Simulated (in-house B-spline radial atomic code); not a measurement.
Configurations of Te II (Te+), with energies counted from [Kr] 4d10 5s2 5p3. Computed with a radial B-spline atomic code at the basis-set limit: scalar-relativistic (X2C) PBE0, spin-polarised, spherical fractional occupations, exact exchange averaged over the configuration, Fermi nucleus of rms radius 4.7423 fm. Shells without spins written out take the highest spin.

Occupations are held fixed; configurations that lie above the ionisation limit could autoionise.

| configuration | E - E(ref) (eV) | highest orbital | its <r> (bohr) |
| --- | --- | --- | --- |
| [Kr] 4d10 5s2 5p2 6s1 | 10.192 | 6s up | 4.989 |
| [Kr] 4d10 5s2 5p2 5d1 | 10.901 | 5d up | 3.987 |
| [Kr] 4d10 5s1 5p3 5d1 | 17.847 | 5d up | 3.8 |
| [Kr] 4d9 4f1 5s2 5p3 | 54.696 | 4f up | 7.207 |
| [Kr] 4d9 5s2 5p3 5f1 | 55.824 | 5f up | 11.97 |
| [Ar] 3d9 4s2 4p6 4d10 5s2 5p3 6d1 | 588.02 | 6d up | 8.55 |

**Question.** Order these further configurations by energy, lowest first.
A. [Kr] 4d9 5s2 5p3 5d1
B. [Ar] 3d10 4s2 4p5 4d10 5s2 5p3 6p1
C. [Ar] 3d10 4s2 4p5 4d10 5s2 5p3 5f1
D. [Kr] 4d10 5s1 5p3 6f1
E. [Ar] 3d9 4s2 4p6 4d10 5s2 5p4

**Answer.** D (24.347 eV), A (49.964 eV), B (127.96 eV), C (132.01 eV), E (573.83 eV).

**Question.** How far above the reference does [Ar] 3d9 4s2 4p6 4d10 5s2 5p3 5f1 lie?

**Answer.** 589.61 eV; its least bound orbital is 5f up with <r> = 12.04 bohr.
